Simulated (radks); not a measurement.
The numbers below are computed, except where a source is named.
Question: Radial electron density D(r) = 4 pi r^2 rho(r) of an atom or ion with 14 electrons. Level of theory: non-relativistic Kohn-Sham, PBE, spin-polarised, spherical densities, point nucleus (a radial shooting solver on a logarithmic mesh with Libxc functionals).

r (bohr)  D(r) (e/bohr)   spin D(r)
0.01134           2.521   -0.000238
0.01454           3.762   -0.000325
0.01848           5.403   -0.000396
0.02368           7.595   -0.000370
0.0301            10.14  -0.0000514
0.03858           12.94     0.00104
0.04943           15.44     0.00389
0.06284           16.89      0.0100
0.08053           16.79      0.0228
0.1024            15.09      0.0452
0.1312            12.55      0.0826
0.1681            10.91       0.134
0.2137            11.49       0.188
0.2739            13.93       0.220
0.3482            15.87       0.197
0.4461            14.96       0.108
0.5717            10.84     0.00932
0.7268            6.061      0.0204
0.9314            2.957       0.241
1.184             2.237       0.637
1.517             2.430        1.02
1.944             2.142        1.06
2.472             1.301       0.733
3.167            0.5050       0.324
4.026            0.1298      0.0950
5.16            0.01870      0.0155
6.612          0.001345     0.00122

What is the nuclear charge?

Answer: Z = 15. The innermost maximum, from 1s, lies near 1/Z = 0.0667 bohr (found: 0.0703), and its height grows with Z. The density is that of the phosphorus ion P+ in [Ne] 3s2 3p2; the configuration itself is not fixed sharply by these data, and Z only to about a unit. D(r) has 3 maxima, at r = 0.0703, 0.371, 1.57 bohr, and minima at 0.179, 1.17 bohr, inside which lie 2.20, 10.38 electrons.
